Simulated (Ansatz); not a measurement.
Series V(O)X3: HSE06-D4/def2-TZVP single points in Ansatz on relaxed structures, gas phase. Names give formal oxidation states. The structures are stationary points that may keep the symmetry of their start. Remarks come from the PBE and PBE0 runs and from stability tests at other levels; not every state was tested.

| species | atoms | state | geometry | HOMO (eV) | LUMO (eV) | gap (eV) | point group (within 0.1 Å) | remarks |
| --- | --- | --- | --- | --- | --- | --- | --- | --- |
| VOCl3 (VCl3O) | 5 | singlet | PBE0-D4/def2-SVP | -9.29 | -4.75 | 4.54 | C3v | restricted SCF unstable in HF |
| VOF3 | 5 | singlet | PBE0-D4/def2-SVP | -11.04 | -4.33 | 6.72 | C3v | – |
| VO(OH)3 (VO4H3) | 8 | singlet | PBE0-D4/def2-SVP | -8.73 | -2.54 | 6.20 | C3v | – |

The gap (eV) runs from 4.54 (VOCl3) to 6.72 (VOF3).
